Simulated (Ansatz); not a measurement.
Cost and result up the ladder for Be₆S₅ (the lowest singlet isomer of a short search) (11 atoms). The state is a singlet with charge 0. Geometry: r2SCAN-D4/def2-SVP.

```xyz
11

Be    0.590    1.631   -0.534
Be   -0.388   -0.766   -1.664
Be   -1.629   -0.125    0.792
Be    1.512   -0.472   -0.763
Be   -0.095   -1.744    0.197
Be    0.483    0.593    1.594
S     2.211    0.944    0.574
S    -0.992    1.839    0.776
S     0.735    0.706   -2.378
S    -2.002   -1.461   -0.742
S    -0.425   -1.144    2.149
```

Ansatz on 4 threads of Arm Neoverse V1 on a shared host. Times are rough, and most runs start from the orbitals of an earlier one. r2SCAN0-D4/def2-TZVP serves as the yardstick here, not as an exact answer. Differences are given only for rows in sets of like size (and for xTB, whose basis is part of the method), since another set adds its own error. Binding counts from free atoms at the same level (Be singlet, S triplet; other spins of the atoms weren't run), without zero-point energy or a counterpoise term.

B3LYP takes the VWN-RPA correlation. HSE06 is defined as in plane-wave codes, on full-range PBE exchange. Correlated methods freeze 25 core orbitals. The rows differ in basis, and correlated rows in double-zeta sets carry the largest basis error. The structure comes from a short search, and lower isomers may exist.

Correlated methods converge slowly with the basis, most of all in double-zeta sets.

```csv
level,functions,wall time,binding energy per atom (eV),difference from r2SCAN0-D4/def2-TZVP (eV)
HF/STO-3G,75,0.45 s,3.78,–
PBE-D4/def2-SVP,144,3 s,3.85,–
PBE0-D4/def2-SVP,144,4.4 s,3.79,–
PBE-D4/def2-TZVP (with forces),299,7.5 s,3.85,0.08
MP2/def2-TZVP,299,12 s,3.62,-0.14
B3LYP-D4/def2-TZVP,299,13 s,3.62,-0.14
HSE06-D4/def2-TZVP,299,14 s,3.80,0.03
PBE0-D4/def2-TZVP,299,15 s,3.79,0.03
r2SCAN-D4/def2-TZVP,299,15 s,3.83,0.07
r2SCAN0-D4/def2-TZVP,299,20 s,3.76,0.00
CCSD(T)/def2-SVP,144,40 s,3.00,–
```
